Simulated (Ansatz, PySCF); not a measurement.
CH8O2Si3, SMILES [SiH2](OC=O)[SiH2][SiH3]. Atoms are numbered in the order given.

```xyz
14

O      0.5480     1.6061     0.5961
C      1.7270     1.3711     0.4416
O      2.2356     0.1558     0.2693
Si     1.1399    -1.2045     0.2825
Si    -0.7598    -0.7481    -1.0185
Si    -2.3179     0.5042     0.2196
H      2.5141     2.1501     0.4244
H      0.7947    -1.4666     1.7053
H      2.0059    -2.2974    -0.2234
H     -1.3315    -2.0531    -1.4699
H     -0.3034    -0.0117    -2.2335
H     -2.2495     1.9418    -0.1464
H     -2.0591     0.3291     1.6744
H     -3.6955     0.0063    -0.0678
```
Charge 0, spin multiplicity 1.

The structure is a stationary point at TPSSh-D3(BJ)/def2-SVP. This is a generated structure with no PubChem entry under its InChIKey; it may be hypothetical. One conformer was computed; it need not be the lowest.

Two levels are set side by side: PBE-D3(BJ)/def2-SVP (Ansatz, a quantum-chemistry and plane-wave program) and TPSSh-D3(BJ)/def2-SVP (PySCF). Each level has its own optimised geometry; the coordinates shown are those of the second. Frequencies come from the Hessian of PySCF at each geometry. Differences are taken from unrounded values.

```tsv
quantity	TPSSh-D3(BJ)
mean bond length (Å)	1.578
bond O1–C2 (Å)	1.212
bond C2–O3 (Å)	1.329
bond O3–Si4 (Å)	1.747
bond Si4–Si5 (Å)	2.347
bond Si5–Si6 (Å)	2.351
bond C2–H7 (Å)	1.108
bond Si4–H8 (Å)	1.487
bond Si4–H9 (Å)	1.483
bond Si5–H10 (Å)	1.495
bond Si5–H11 (Å)	1.492
bond Si6–H12 (Å)	1.485
bond Si6–H13 (Å)	1.488
bond Si6–H14 (Å)	1.493
highest harmonic wavenumber (cm⁻¹)	3063
mean harmonic wavenumber (cm⁻¹)	1032
zero-point energy (kcal/mol)	53.11
```

Q: What does PBE-D3(BJ) give, and how far is it from TPSSh-D3(BJ)? (An estimate is asked for; the answer gives what the named calculation found.)

A: 
```
quantity                            PBE-D3(BJ)  PBE-D3(BJ) minus TPSSh-D3(BJ)
----------------------------------  ----------  -----------------------------
mean bond length (Å)                     1.590                          0.012
bond O1–C2 (Å)                           1.218                          0.006
bond C2–O3 (Å)                           1.335                          0.006
bond O3–Si4 (Å)                          1.761                          0.014
bond Si4–Si5 (Å)                         2.351                          0.004
bond Si5–Si6 (Å)                         2.354                          0.003
bond C2–H7 (Å)                           1.119                          0.012
bond Si4–H8 (Å)                          1.504                          0.016
bond Si4–H9 (Å)                          1.500                          0.016
bond Si5–H10 (Å)                         1.510                          0.016
bond Si5–H11 (Å)                         1.508                          0.016
bond Si6–H12 (Å)                         1.500                          0.015
bond Si6–H13 (Å)                         1.503                          0.015
bond Si6–H14 (Å)                         1.508                          0.015
highest harmonic wavenumber (cm⁻¹)        2960                           -104
mean harmonic wavenumber (cm⁻¹)            991                            -41
zero-point energy (kcal/mol)             50.98                          -2.13
```

Exact exchange shortens and stiffens bonds; PBE has none. Differences between two approximate levels are no errors against the true value.
